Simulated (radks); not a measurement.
Q: Radial electron density D(r) = 4 pi r^2 rho(r) of an atom or ion with 1 electrons. All-electron calculation, non-relativistic Kohn-Sham, PBE, spin-polarised, spherical densities, point nucleus. Program: a radial shooting solver on a logarithmic mesh with Libxc functionals.

```
   r/bohr * D(r) (the largest magnitude, 1.13, reaches the edge; | marks zero)
  0.01259 |*
  0.01385 |*
  0.01525 |*
  0.01665 | *
  0.01833 | *
  0.02018 | *
  0.02221 |  *
  0.02426 |  *
   0.0267 |   *
  0.02939 |   *
  0.03235 |    *
  0.03533 |     *
  0.03889 |      *
   0.0428 |        *
  0.04712 |         *
  0.05145 |           *
  0.05664 |            *
  0.06234 |              *
  0.06862 |                 *
  0.07494 |                   *
  0.08249 |                      *
   0.0908 |                         *
  0.09995 |                            *
     0.11 |                                *
   0.1201 |                                   *
   0.1322 |                                       *
   0.1456 |                                          *
   0.1602 |                                             *
    0.175 |                                                *
   0.1926 |                                                   *
    0.212 |                                                    *
   0.2334 |                                                      *
   0.2548 |                                                      *
   0.2805 |                                                     *
   0.3088 |                                                    *
   0.3399 |                                                  *
   0.3712 |                                               *
   0.4086 |                                           *
   0.4497 |                                       *
    0.495 |                                   *
   0.5406 |                               *
    0.595 |                            *
    0.655 |                         *
    0.721 |                      *
   0.7936 |                     *
   0.8667 |                    *
    0.954 |                   *
     1.05 |                  *
    1.156 |                 *
    1.262 |                *
    1.389 |              *
    1.529 |            *
    1.684 |          *
    1.838 |        *
    2.024 |     *
    2.228 |   *
    2.452 |  *
    2.677 | *
    2.947 |*
    3.244 *
    3.571 *
      3.9 *
    4.293 *
    4.725 *
```

What is the nuclear charge?

A: Z = 4. The innermost maximum, from 1s, lies near 1/Z = 0.25 bohr (found: 0.253), and its height grows with Z. The density is that of the beryllium ion Be3+ in 1s0.5 2p0.5; the configuration itself is not fixed sharply by these data. D(r) has 1 maximum, at r = 0.253 bohr.
